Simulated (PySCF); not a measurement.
Si(AsH2)(F)3 (AsF3H2Si), SMILES [Si](F)([AsH2])(F)F. Atoms are numbered in the order given.

```xyz
7

F     -1.4459    -0.7557     1.2969
Si    -0.8677     0.0022     0.0000
F     -1.4459    -0.7557    -1.2969
F     -1.5110     1.4780     0.0000
As     1.4774    -0.0529     0.0000
H      1.5086     1.0075    -1.1022
H      1.5086     1.0075     1.1022
```
Charge 0, spin multiplicity 1.

Geometry: B3LYP-D3(BJ)/def2-SVP.

These are PySCF with PBE0/def2-TZVP values and carry that method's errors.

Gas-phase values at a fixed geometry.

```json
{
  "total_energy": "-2825.78257 hartree",
  "point_group": "Cs",
  "highest_occupied_level": "-8.54 eV",
  "lowest_empty_level": "-0.30 eV",
  "orbital_gap": "8.24 eV",
  "dipole_moment": "2.20 D",
  "quadrupole, principal values (traceless, Buckingham form, about the centre of nuclear charge)": "-2.54, 1.06, 1.48 D·Å",
  "mean_static_polarisability": "52.3 bohr³ (7.74 Å³)",
  "polarisability_principal_values": "47.5, 48.1, 61.2 bohr³"
}
```
